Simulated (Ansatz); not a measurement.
`C[S][GeH]([F])[F]` + `CC([SiH3])(Cl)Cl` → `C[S][Ge]([CH3])([F])[F]` + `[SiH3]C(Cl)Cl`  (redistribution)

Computed with Ansatz on PBE0-D4/def2-TZVP structures; ΔE is electronic, products minus reactants. CBS: MP2 limit from def2 TZ/QZ plus the TZ coupled-cluster correction, frozen cores. DFT in def2-TZVPP. B3LYP here is the variant with VWN-RPA as its local correlation; programs differ in this. HSE06 is defined as in plane-wave codes. For Ge outer-core shells are correlated without core-valence functions, which leaves a few kJ/mol of doubt a bond. Scalar relativity is left out up to krypton. Each species was taken in one conformer, which may not be the lowest.

`C[S][GeH]([F])[F]`:

```xyz
9

C    -1.555   -0.060    0.184
S    -0.196   -1.137    0.742
Ge    1.455    0.035   -0.060
F     1.266    0.201   -1.771
F     2.889   -0.891    0.164
H    -1.490    0.933    0.628
H    -2.471   -0.536    0.532
H    -1.579    0.008   -0.902
H     1.681    1.448    0.483
```

`CC([SiH3])(Cl)Cl`:

Cartesian coordinates in Å:
```
C 1.337 0.520 0.060
C 0.281 -0.555 -0.033
Si -1.513 0.079 -0.022
Cl 0.500 -1.472 -1.557
Cl 0.447 -1.674 1.356
H 1.212 1.081 0.989
H 2.335 0.079 0.048
H 1.244 1.204 -0.785
H -1.730 0.824 1.245
H -2.428 -1.079 -0.119
H -1.686 0.992 -1.180
```

`C[S][Ge]([CH3])([F])[F]`:

```xyz
12

C    -0.731    0.170   -2.016
S     0.818    0.925   -1.429
Ge    1.011   -0.184    0.446
C    -0.212    0.150    1.895
F     2.627    0.084    0.993
F     0.923   -1.878    0.079
H    -1.573    0.426   -1.373
H    -0.631   -0.911   -2.099
H    -0.910    0.588   -3.006
H     0.032   -0.519    2.721
H    -1.235   -0.037    1.570
H    -0.118    1.186    2.220
```

`[SiH3]C(Cl)Cl`:

Z-matrix (Å, degrees):
```
Si
C 1 1.897
H 1 1.484 2 108.3
H 1 1.484 2 108.3 3 119.6
H 1 1.480 2 107.7 3 -120.2
Cl 2 1.776 1 109.4 3 -178.5
Cl 2 1.776 1 109.4 3 59.0
H 2 1.088 1 113.4 3 -59.7
```

```
             level  ΔE (kcal/mol)  difference from CCSD(T)/CBS
       LDA (SPW92)           -6.4                          2.4
         revPBE-D4           -7.8                          1.0
           BLYP-D4           -8.5                          0.3
         r2SCAN-D4           -8.6                          0.2
            B97M-V           -7.4                          1.4
          B3LYP-D4           -8.8                          0.0
        r2SCANh-D4           -8.7                          0.1
        r2SCAN0-D4           -8.8                          0.0
          HSE06-D4           -8.7                          0.1
      CAM-B3LYP-D4           -8.8                          0.0
           ωB97X-V           -8.5                          0.3
           ωB97M-V           -8.5                          0.3
            B2PLYP           -9.2                         -0.4
          PBE-QIDH           -8.7                          0.1
               PBE           -9.0                         -0.2
            revPBE           -9.9                         -1.1
              BLYP           -9.9                         -1.1
            r2SCAN           -8.7                          0.1
             B3LYP           -9.8                         -1.0
           r2SCANh           -8.8                          0.0
           r2SCAN0           -8.9                         -0.1
             HSE06           -9.1                         -0.3
             BHLYP           -9.6                         -0.8
         CAM-B3LYP           -9.2                         -0.4
           LC-ωPBE           -9.4                         -0.6
RPA@PBE/def2-TZVPP           -8.4                          0.4
       HF/def2-SVP           -7.5                          1.3
      MP2/def2-SVP           -4.2                          4.6
     CCSD/def2-SVP           -4.7                          4.1
  CCSD(T)/def2-SVP           -4.2                          4.6
     HF/def2-TZVPP           -9.7                         -0.9
SCS-MP2/def2-TZVPP           -8.4                          0.4
   CCSD/def2-TZVPP           -9.3                         -0.5
CCSD(T)/def2-TZVPP           -8.8                          0.0
     HF/def2-QZVPP           -9.6                         -0.8
    MP2/def2-QZVPP           -8.3                          0.5
SCS-MP2/def2-QZVPP           -8.3                          0.5
      HF/CBS(def2)           -9.5                         -0.7
     MP2/CBS(def2)           -8.3                          0.5
    CCSD/CBS(def2)           -9.2                         -0.4
       CCSD(T)/CBS           -8.8                            0
```

Largest T1 diagnostic among the species: 0.012.

At CCSD(T), def2-SVP lies +4.6 kcal/mol from the extrapolated value and def2-TZVPP −0.0 kcal/mol. The D4 term adds +0.9 kcal/mol with B3LYP and +0.4 kcal/mol with PBE0; it sums over pairs of atoms, weighted by their polarisabilities, and B3LYP, whose exchange is more repulsive, gets the larger term.
